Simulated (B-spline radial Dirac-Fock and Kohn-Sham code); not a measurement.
Atomic SCF run for Co

ΔSCF core binding energies without Breit or QED terms, calculated with a radial atomic solver.

Input (task.json):

```json
{"items": [{"Z": 27, "q": 0, "cfg": [[1, 0, 2], [2, 0, 2], [2, 1, 6], [3, 0, 2], [3, 1, 6], [3, 2, 7], [4, 0, 2]], "A": 59, "rrms": 3.7875, "do": "settings", "holes": ["K", "L3", "M5"],
  "settings": [{"rel": "dirac", "method": "hf", "nuc": "gauss", "radius_factor": 1.0, "rmax": 30.0, "h": 0.3, "order": 8, "points": 10, "c_factor": 1.0, "maxit": 60, "damp": 0.2, "ndamp": 3, "tol": 1e-08}]}]}
```

Command: `python xray2_run.py task.json out`

Ground-state iterations:

```
iter   energy (Ha)        error
   1    -1389.37740964  1.00e+00
   2    -1390.07324909  3.28e-01
   3    -1391.10329213  2.09e-01
   4    -1391.64610430  1.46e-01
   5    -1391.53224162  1.54e-01
   6    -1391.99982651  9.50e-03
   7    -1392.00183663  1.28e-03
   8    -1392.00191654  5.64e-04
   9    -1392.00192436  1.13e-04
  10    -1392.00192461  8.09e-06
  11    -1392.00192461  1.01e-06
  12    -1392.00192461  6.30e-08
```

The ground state converged in 12 iterations, with total energy -1392.00192 Ha, virial ratio 1.98458 and highest orbital energy -7.42 eV. ΔSCF binding energies: K (1s) 7735.3 eV, L3 (2p3/2) 794.8 eV. Holes are computed only in closed shells, and unreliable hole states are left out.
